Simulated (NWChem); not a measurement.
System meant: C4H6Si; SMILES C(=C\[SiH3])/C#C

The following NWChem deck was run.

```
start job
memory heap 200 mb stack 900 mb global 1100 mb
geometry units angstroms noautoz
  C      0.141185    -3.235368     0.000000
  C     -0.106141    -2.049718     0.000000
  C     -0.436449    -0.664593     0.000000
  C      0.467711     0.338863     0.000000
  Si    -0.004475     2.147638     0.000000
  H      0.377762    -4.274994     0.000000
  H     -1.502692    -0.434185     0.000000
  H      1.523034     0.063359     0.000000
  H     -1.488253     2.259526     0.000000
  H      0.537388     2.841947     1.201015
  H      0.537388     2.841947    -1.201015
end
basis spherical
  * library def2-svp
end
dft
  odft
  mult 2
  xc pbe0
  iterations 150
  mulliken
end
task dft energy
```

End of the output:

```
 Summary of "ao basis" -> "" (spherical)
 ------------------------------------------------------------------------------
       Tag                 Description            Shells   Functions and Types
 ---------------- ------------------------------  ------  ---------------------
 *                          def2-svp                  on all atoms

                                 NWChem DFT Module
                                 -----------------

 Summary of "ao basis" -> "ao basis" (spherical)
 ------------------------------------------------------------------------------
       Tag                 Description            Shells   Functions and Types
 ---------------- ------------------------------  ------  ---------------------
 C                          def2-svp                 6       14   3s2p1d
 Si                         def2-svp                 8       18   4s3p1d
 H                          def2-svp                 3        5   2s1p

 Summary of "ao basis" -> "ao basis" (spherical)
 ------------------------------------------------------------------------------
       Tag                 Description            Shells   Functions and Types
 ---------------- ------------------------------  ------  ---------------------
 C                          def2-svp                 6       14   3s2p1d
 Si                         def2-svp                 8       18   4s3p1d
 H                          def2-svp                 3        5   2s1p

      Symmetry analysis of basis
      --------------------------

        a'         74
        a"         30

  number of electrons :                   44
  multiplicity        :                    2
 ------------------------------------------------------------------------
  no. of electrons and multiplicity not compatible                  44
 ------------------------------------------------------------------------
 ------------------------------------------------------------------------
  current input line :
    26: task dft energy
 ------------------------------------------------------------------------
 ------------------------------------------------------------------------
 There is an error in the input file
 ------------------------------------------------------------------------
 For more information see the NWChem manual at https://nwchemgit.github.io

0: no. of electrons and multiplicity not compatible:Received an Error in Communication
```

Q: Find the fault in this run and fix the input.

A: The input was rejected before any calculation. Cause: the multiplicity doesn't fit the number of electrons (an even count wants an odd multiplicity, and the reverse). This input runs:
```
start job
memory heap 200 mb stack 900 mb global 1100 mb
geometry units angstroms noautoz
  C      0.141185    -3.235368     0.000000
  C     -0.106141    -2.049718     0.000000
  C     -0.436449    -0.664593     0.000000
  C      0.467711     0.338863     0.000000
  Si    -0.004475     2.147638     0.000000
  H      0.377762    -4.274994     0.000000
  H     -1.502692    -0.434185     0.000000
  H      1.523034     0.063359     0.000000
  H     -1.488253     2.259526     0.000000
  H      0.537388     2.841947     1.201015
  H      0.537388     2.841947    -1.201015
end
basis spherical
  C library def2-svp
  Si library def2-svp
  H library def2-svp
end
dft
  xc pbe0
  iterations 150
  mulliken
end
task dft energy
```
It converges to -444.90271 Ha (PBE0/def2-SVP).
